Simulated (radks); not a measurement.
Sr, configuration [Kr] 5s2.

All-electron calculation, non-relativistic Kohn-Sham, exchange-only LDA, spin-polarised, spherical densities, point nucleus; relativity is left out, which matters for an element this heavy. Program: a radial shooting solver on a logarithmic mesh with Libxc functionals.

Energy parts (hartree):
| part | energy |
|---|---|
| total | -3125.99809 |
| kinetic | 3125.99809 |
| electron-nucleus | -7463.25597 |
| Hartree | 1307.50554 |
| exchange | -96.24575 |

Orbitals (lengths in bohr, moments of r in powers of bohr):
orbital	occ.	eigenvalue (hartree)	<r^4>
1s	2	-572.7749	0.00001191
2s	2	-76.41820	0.002340
2p	6	-69.67050	0.001593
3s	2	-11.70828	0.1339
3p	6	-9.23868	0.1463
3d	10	-4.75087	0.1852
4s	2	-1.40702	7.434
4p	6	-0.79808	13.90
5s	2	-0.10274	866.6

The highest occupied level is 5s at -2.796 eV. The density falls to 0.001 e/bohr^3 at r = 5.29 bohr. Virial ratio -V/T = 2.00000. Summed over all electrons, <r^2> = 73.32 bohr^2, which gives a Langevin (diamagnetic) susceptibility term of -58.1 x 10^-6 cm^3/mol.
